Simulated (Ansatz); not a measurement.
Consider the ligand exchange at the Si–F bond: `BN[SiH2]F` + CH₃OH → `BN[SiH2]OC` + H–F.

Calculated with Ansatz (gas phase, PBE0-D4/def2-TZVP geometries, no zero-point term in ΔE). CBS: MP2 limit from def2 TZ/QZ plus the TZ coupled-cluster correction, frozen cores. This one scheme is used for every species. Functionals use def2-TZVPP. Each species was taken in one conformer, which may not be the lowest.

```
             level  ΔE (kJ/mol)
            B2PLYP         48.4
               PBE         48.5
SCS-MP2/def2-QZVPP         44.5
     MP2/CBS(def2)         40.3
```

**Question.** What does CCSD(T)/CBS give? (Best estimate.)

**Answer.** Ansatz gave: +42.6 kJ/mol. The listed levels differ from it by 5.8, 5.9, 1.9, -2.3 kJ/mol.

Largest T1 diagnostic among the species: 0.012.

In def2-TZVPP, CCSD(T) changes the Hartree–Fock value by −12.7 kJ/mol (the triples alone add −2.0 kJ/mol) and MP2 by −15.0 kJ/mol. The D4 term adds −7.7 kJ/mol with B3LYP and −4.4 kJ/mol with PBE0; it sums over pairs of atoms, weighted by their polarisabilities, and B3LYP, whose exchange is more repulsive, gets the larger term.

B3LYP here is the variant with VWN-RPA as its local correlation; programs differ in this.
